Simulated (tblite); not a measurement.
A tight-binding relaxation on `C#C[C@H]([CH]C(C)=O)C=C` [radical].

Computed with GFN2-xTB geometry optimisation, gas phase (tblite 0.8.0). Start geometry: from a force field or distance geometry. The input is one job of a driver script: a line of settings, then coordinates in Å.

Command:
```bash
OMP_NUM_THREADS=1 python probes_run.py task.json out
```

Input:
```
{"job": {"kind": "relax", "xc": "GFN2-xTB", "basis": "xTB"}, "charge": 0, "multiplicity": 2}
C     -2.426500    -2.027300    -0.768800
C     -1.726000    -1.096700    -0.491000
C     -0.835000     0.033100    -0.134900
C      0.462900    -0.488800     0.330100
C      1.724200     0.008300    -0.222000
C      3.003400    -0.568300     0.300700
O      1.723000     0.886300    -1.095600
C     -1.501100     0.856400     0.949300
C     -1.698000     2.173600     0.881800
H     -3.075900    -2.840100    -1.022400
H     -0.719100     0.646700    -1.040700
H      0.503200    -1.238800     1.128500
H      2.819500    -1.468600     0.903000
H      3.659300    -0.839100    -0.538600
H      3.500600     0.183900     0.935500
H     -1.853100     0.320700     1.842900
H     -2.189400     2.711800     1.695100
H     -1.380700     2.753300     0.022100
```

**Question.** Give the output.

**Answer.** 
```
step      E/eV     max force
  0    -696.62079    1.372
  1    -696.67455    1.695
  2    -696.67682    2.144
  3    -696.70327    0.511
  4    -696.70982    0.281
  5    -696.71573    0.181
  6    -696.72010    0.142
  7    -696.72149    0.118
  8    -696.72358    0.127
  9    -696.72540    0.096
... (113 lines left out)
123    -696.77100    0.018
124    -696.77105    0.014
125    -696.77110    0.020
126    -696.77116    0.020
127    -696.77121    0.017
128    -696.77124    0.013
129    -696.77127    0.019
130    -696.77130    0.014
131    -696.77134    0.018
132    -696.77137    0.010
```

«max force» is the largest atomic force in eV/Å.

**Question.** From which step on does the largest force stay under 0.1 eV/Å, and how much energy is left to gain from there?

**Answer.** From step 107 (0.025 eV/Å), 1.5 meV above the end.

In short: energy lowered by 3.5 kcal/mol over 132 steps; largest atomic force 0.010 eV/Å at the end.

The run took 0.86 s wall on an Arm Neoverse V1 with one thread, shared host.
Labels such as C1 count atoms from 1, the log's own numbers from 0.
